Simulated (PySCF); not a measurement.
**NdBr at PBE0**

Computed with PBE0; PySCF, spin-free X2C with a Gaussian nucleus, basis sets Nd x2c-SVPall, Br x2c-SVPall.

```
state                                                     : sextet, about 3.0 electrons in the 4f shell (Mulliken), real f orbitals that mix terms, a second solution, started from another occupation
bond length                                               : 2.637 Å
harmonic wavenumber                                       : 232 cm⁻¹
force constant                                            : 1.60 mdyn/Å
rotational constant Be                                    : 0.04779 cm⁻¹
anharmonicity ωexe                                        : 0.452 cm⁻¹
vibration–rotation constant αe                            : 0.000133 cm⁻¹
energy of the minimum from ground-state Nd (4f4 6s2) + Br : -3.07 eV
bond order (Mayer)                                        : 1.28
dipole moment (positive dipole means Nd(−)Br(+))          : -4.47 D
```

These are scalar-relativistic numbers at best; spin–orbit coupling would shift them, the dissociation energy most.
